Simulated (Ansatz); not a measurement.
Two isomers of H5O2Si2: A = `O[SiH][SiH2]O`•, B = `O[SiH]O[SiH3]`•.

Isolated molecules relaxed with PBE0-D4/def2-TZVP in Ansatz; ΔE leaves out vibrations. CCSD(T)/CBS adds triple-zeta CCSD(T) − MP2 to the extrapolated MP2 energy (def2 sets, frozen cores). Functionals use def2-TZVPP. B3LYP here is the variant with VWN-RPA as its local correlation; programs differ in this. Open shells (•) are unrestricted, without spin–orbit coupling. One conformer a species, not always the lowest.

Task: Which isomer does CCSD(T)/CBS put lower? Give the gap. (Best estimate.)

Result: The calculation gave: B, by 120.1 kJ/mol.

Task: Give E(B) − E(A) in kJ/mol with PBE0-D4, B3LYP-D4, r2SCAN-D4, CCSD/def2-TZVPP, ωB97M-V, CCSD(T)/def2-TZVPP, B3LYP. (An estimate is asked.)

Result: Computed: PBE0-D4 -103.6, B3LYP-D4 -119.9, r2SCAN-D4 -116.0, CCSD/def2-TZVPP -124.7, ωB97M-V -120.8, CCSD(T)/def2-TZVPP -121.6, B3LYP -120.3. None reverses the order clearly.

Largest T1 diagnostic: 0.015.

In def2-TZVPP, CCSD(T) changes the Hartree–Fock value by +27.0 kJ/mol (the triples alone add +3.1 kJ/mol) and MP2 by +17.3 kJ/mol. From PBE to PBE0 (25 % exact exchange), in def2-TZVPP and without D4, E(B) − E(A) moves by −8.7 kJ/mol.
